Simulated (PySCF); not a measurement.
## Do core-level shifts follow atomic charges?

Compound: C7H16OS.
Atom-mapped SMILES: `[CH3:1][CH2:2][CH2:3][C@@H:4]([CH3:5])[CH2:6][S@@:7]([CH3:8])=[O:9]`

Binding energies: PySCF, delta-SCF UKS SCAN, pcX-2 on the ionised atom, pcseg-1 elsewhere, spin-free X2C. Charges: PBE0/pcSseg-1 ground-state density, for the ionised atom.

```csv
atom,environment,C 1s (eV),Mulliken (e),IAO (e),Hirshfeld (e),ESP (e)
C3,chain CH2 carbon,290.40,-0.189,-0.242,-0.063,-0.302
C5,methyl carbon,290.45,-0.225,-0.414,-0.119,-0.347
C2,chain CH2 carbon,290.49,-0.273,-0.242,-0.063,+0.342
C1,methyl carbon,290.56,-0.267,-0.406,-0.113,-0.423
C4,sp3 CH carbon,290.60,-0.355,-0.101,-0.024,+0.296
C6,sp3 carbon bound to sulfur,290.79,-0.327,-0.396,-0.080,-0.439
C8,S-methyl carbon,291.09,-0.393,-0.572,-0.126,-0.616
```

Give the correlation coefficient and slope of binding energy on charge for each scheme.

Hirshfeld: r = -0.37, slope -2.4 eV per e; ESP: r = -0.47, slope -0.3 eV per e; IAO: r = -0.63, slope -1.0 eV per e; Mulliken: r = -0.86, slope -2.9 eV per e. On 7 points no scheme stands out.

The point-charge model writes a binding energy as kq + V + constant, with V the potential of the other atoms' charges at the site. What does it give with the IAO charges?

V = Σ 14.40 eV Å × q/r over all other atoms: +1.40 eV at C3, +5.05 eV at C5, +1.17 eV at C2, +4.42 eV at C1, -1.18 eV at C4, +5.73 eV at C6, +9.24 eV at C8. Fitting binding energy − V to q gives k = 21.2 eV per e and leaves an rms residual of 0.38 eV, against 0.17 eV for the fit on q alone. The model has no term for differences in relaxation between sites.

Geometry: PBE0-D3(BJ)/def2-SVP, one conformer, isolated molecule.

Conformer computed: `[CH3:1][CH2:2][CH2:3][C@@H:4]([CH3:5])[CH2:6][S@@:7]([CH3:8])=[O:9]`: C1–C2–C3–C4 176°, C2–C3–C4–C5 61°, C3–C4–C6–S7 168°, C4–C6–S7–C8 -171°.
